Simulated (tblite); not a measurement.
Run record: tight-binding relaxation, `N#C[Se]C1=CC=C(Br)C=C1`.

Computed with GFN2-xTB geometry optimisation, gas phase (tblite 0.8.0). Start geometry: from a force field or distance geometry. The input is one job of a driver script: a line of settings, then coordinates in Å.

Input:
```
{"job": {"kind": "relax", "xc": "GFN2-xTB", "basis": "xTB"}, "charge": 0, "multiplicity": 1}
N      4.418700     0.587600     0.877300
C      3.640200     0.072600     0.142400
Se     2.400900    -0.758300    -1.032200
C      0.579700    -0.376300    -0.465800
C     -0.154500    -1.326100     0.245100
C     -1.454100    -0.982900     0.616300
C     -1.929400     0.270800     0.282600
Br    -3.700400     0.728200     0.819000
C     -1.190100     1.202200    -0.406700
C      0.089500     0.863800    -0.782600
H      0.256900    -2.313100     0.485100
H     -2.065400    -1.710200     1.175300
H     -1.624400     2.172400    -0.633400
H      0.731800     1.568900    -1.344500
```

Output:
```
step      E/eV     max force
  0    -738.09096    4.699
  1    -737.83913   12.444
  2    -738.25848    1.583
  3    -738.29395    0.857
  4    -738.34163    0.899
  5    -738.35446    0.483
  6    -738.36750    0.462
  7    -738.37556    0.430
  8    -738.38308    0.428
  9    -738.38969    0.274
... (93 lines left out)
103    -738.52826    0.123
104    -738.52836    0.029
105    -738.52845    0.026
106    -738.52859    0.015
107    -738.52863    0.023
108    -738.52864    0.024
109    -738.52865    0.012
110    -738.52866    0.018
111    -738.52866    0.013
112    -738.52867    0.009
```

«max force» is the largest atomic force in eV/Å.

Problem. From which step on does the largest force stay under 0.1 eV/Å, and how much energy is left to gain from there?

Solution. From step 104 (0.029 eV/Å), 0.3 meV above the end.

Main results: energy lowered by 10.1 kcal/mol over 112 steps; largest atomic force 0.009 eV/Å at the end.

The run took 0.72 s wall, 1.1 s CPU on an Arm Neoverse V2 with 2 threads, no GPU (shared host).
Labels such as C1 count atoms from 1, the log's own numbers from 0.
